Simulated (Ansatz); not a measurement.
`CB1C[Se]1` + `C[SiH](O)F` → `CO[SiH](C)F` + `B1C[Se]1` at 298.15 K and 1 bar (substitution at a C–B bond).

Computed with Ansatz on PBE0-D4/def2-TZVP structures; ΔE is electronic, products minus reactants. CCSD(T)/CBS is the MP2 limit (def2-TZVPP, def2-QZVPP) plus CCSD(T) − MP2 in def2-TZVPP, frozen cores. For Se outer-core shells are correlated without core-valence functions, which leaves a few kJ/mol of doubt a bond. Scalar relativity is left out up to krypton. One conformer a species, not always the lowest.

| species | CCSD(T)/CBS energy (Eh) | H − E (kJ/mol) | S (J/(mol·K)) |
| --- | --- | --- | --- |
| `CB1C[Se]1` | -2504.62262 | 192.8 | 317.9 |
| `C[SiH](O)F` | -505.24344 | 182.7 | 314.7 |
| `CO[SiH](C)F` | -544.48370 | 261.9 | 357.0 |
| `B1C[Se]1` | -2465.34147 | 113.5 | 272.9 |

H − E and S are ideal-gas, rigid-rotor, harmonic terms from PBE0-D4/def2-TZVP, for one conformer and one mirror image of each species. 1 Eh = 2625.50 kJ/mol, R = 8.31446 J/(mol·K).

**Question.** By hand: ΔE, ΔH, ΔS and ΔG.

**Answer.** ΔE = (-544.48370) + (-2465.34147) − (-2504.62262) − (-505.24344) = 0.04089 Eh = 107.4 kJ/mol. Δ(H − E) = 261.9 + 113.5 − 192.8 − 182.7 = -0.1, so ΔH = 107.3 kJ/mol. ΔS = 357.0 + 272.9 − 317.9 − 314.7 = -2.7 J/(mol·K). ΔG = 107.3 − 298.15 × (-2.7)/1000 = 108.1 kJ/mol.

**Question.** By hand: the equilibrium constant, and the temperature at which ΔG would vanish if ΔH and ΔS stayed fixed.

**Answer.** log₁₀ K = −ΔG/(RT ln 10) = -18.9. ΔH and −TΔS have one sign here, so there is no such temperature. One of them is within its doubt of zero, so this could turn.

The number of gas molecules stays the same, so ΔS is small and ΔH decides. A doubt of 5 kJ/mol in ΔE shifts log₁₀ K by 0.9 here. Other conformers and mirror images would add mixing entropy, several J/(mol·K) or more a flexible species. These are equilibria of isolated gas molecules and say nothing of rates. Largest T1 diagnostic: 0.015 (customary marks: 0.02 for closed shells, 0.045 for open ones).
